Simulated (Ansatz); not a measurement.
`C#[C][Al]([CH3])[F]` + `[SiH3]S` → `[CH3][Al]([F])[S][SiH3]` + acetylene  (ligand exchange at the Al–C bond)

Gas-phase electronic energies from Ansatz, PBE0-D4/def2-TZVP geometries. CBS: MP2 limit from def2 TZ/QZ plus the TZ coupled-cluster correction, frozen cores. This one scheme is used for every species. One conformer a species, not always the lowest.

```tsv
species	CCSD(T)/CBS(def2) energy (Eh)
`C#[C][Al]([CH3])[F]`	-458.41573
`[SiH3]S`	-689.27336
`[CH3][Al]([F])[S][SiH3]`	-1070.48468
`C#C`	-77.22717
```

**Question.** Work out ΔE.

**Answer.** ΔE = (-1070.48468) + (-77.22717) − (-458.41573) − (-689.27336) = -0.02276 Eh = -14.3 kcal/mol.

Largest T1 diagnostic among the species: 0.013.

The D4 term adds −1.9 kcal/mol with B3LYP and −1.1 kcal/mol with PBE0; it sums over pairs of atoms, weighted by their polarisabilities, and B3LYP, whose exchange is more repulsive, gets the larger term. In def2-TZVPP, CCSD(T) changes the Hartree–Fock value by −1.6 kcal/mol (the triples alone add −0.3 kcal/mol) and MP2 by −2.4 kcal/mol.

B3LYP here is the variant with VWN-RPA as its local correlation; programs differ in this.
